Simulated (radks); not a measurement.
Neutral antimony, [Kr] 4d10 5s2 5p3. All-electron calculation, non-relativistic Kohn-Sham, LDA (Slater exchange, Perdew-Wang correlation), spin-polarised, spherical densities, point nucleus. Program: a radial shooting solver on a logarithmic mesh with Libxc functionals. Every spin shell is full or empty, so the densities are truly spherical. Functionals are evaluated on that one density, not self-consistently. Rank these orbital-free kinetic functionals by their error against the exact value of the orbitals, and give that value: Thomas-Fermi, von Weizsacker, TF + vW, TF + vW/9, TF + vW/5, LC94, APBEK, revAPBEK, Perdew 92, Thakkar, Pearson, LKT, PG1, DePristo-Kress, Ernzerhof.

Answer. Exact: 6306.91 hartree. From best to worst, with 100 (|E| - |E exact|)/|E exact| (equal figures are ties): LC94 +0.07, DePristo-Kress -0.10, APBEK +0.12, revAPBEK +0.29, Ernzerhof -0.41, Thakkar -0.58, Perdew 92 -0.67, TF + vW/9 -0.68, Pearson -0.91, TF + vW/5 +2.99, Thomas-Fermi -5.26, PG1 +14.92, LKT +19.01, TF + vW +35.98, von Weizsacker -58.76.
